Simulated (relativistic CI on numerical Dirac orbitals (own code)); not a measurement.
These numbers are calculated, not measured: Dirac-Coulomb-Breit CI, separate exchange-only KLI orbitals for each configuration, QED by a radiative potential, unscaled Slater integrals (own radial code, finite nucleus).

The strongest absorption lines from the ground level of an ion, among the configurations computed and to levels below about 1740 eV (vacuum wavelength in Å, gf): 10.030 (0.71), 10.542 (1.6), 10.616 (8.2e-05), 11.307 (0.12), 12.005 (0.25), 48.958 (1.2), 63.654 (0.29), 80.605 (0.00023).

(1) Which ion is it?
A. In XXXII
B. Pd XXIX
C. Te XXXV
D. Te XXXIII

## Answers

(1) C. Te XXXV has 18 electrons and the ground level 3s2 3p6 1S_0; the strongest line goes to 3s2 3p5 4d 1P°_1. The pattern of lines fixes the number of electrons, and along that sequence the line energies rise steadily with the charge (about as its square where n changes within one kind of shell, about linearly where n is kept but much faster in heavy ions where fine structure, which grows about as Z⁴, sets the gap, and irregularly where shells cross), which fixes Z. Configurations outside the model, such as inner-shell arrays, can give stronger lines. At this charge energies of transitions that change n are usually good to better than 1 %, and those within a shell (Δn = 0) to a few per cent.

LS names give the leading component of a level, which can be under half, so a name can repeat, a term be missing and a line seem to break the LS rules.
